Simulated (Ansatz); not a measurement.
Start from `CO[SiH](Cl)[GeH3]` and change one atom or group to get `CO[SiH](N)Cl`.

Ansatz, PBE0-D4/def2-TZVP geometries, multiplicity 1. Each molecule was computed in one conformer, which needn't be the lowest.

Scalar relativity is left out up to krypton.

| property | `CO[SiH](Cl)[GeH3]` |
| --- | --- |
| LUMO energy (B3LYP/def2-TZVPP) / eV | -0.30 |
| HOMO energy (B3LYP/def2-TZVPP) / eV | -7.54 |
| LUMO energy (ωB97M-V/def2-TZVPP) / eV | 1.67 |
| size of the dipole moment (PBE/def2-TZVPP) / D | 2.11 |
| HOMO–LUMO gap (PBE/def2-TZVPP) / eV | 5.53 |
| HOMO–LUMO gap (PBE0/def2-TZVPP) / eV | 7.61 |

(1) What does the change do to each property? (An estimate is asked.)

Answers

(1) The calculation gave: 
| property | `CO[SiH](N)Cl` | shift |
| --- | --- | --- |
| LUMO energy (B3LYP/def2-TZVPP) / eV | 0.53 | 0.83 |
| HOMO energy (B3LYP/def2-TZVPP) / eV | -7.73 | -0.19 |
| LUMO energy (ωB97M-V/def2-TZVPP) / eV | 2.31 | 0.64 |
| size of the dipole moment (PBE/def2-TZVPP) / D | 1.64 | -0.47 |
| HOMO–LUMO gap (PBE/def2-TZVPP) / eV | 6.53 | 1.00 |
| HOMO–LUMO gap (PBE0/def2-TZVPP) / eV | 8.86 | 1.25 |

With PBE0 the HOMO falls by 0.27 eV and the LUMO rises by 0.98 eV, so the gap widens by about 1.25 eV. PBE moves the HOMO by -0.02 eV and ωB97M-V by -0.59 eV. Dipoles are sizes alone; their direction can turn.

B3LYP here is the variant with VWN-RPA as its local correlation; programs differ in this.
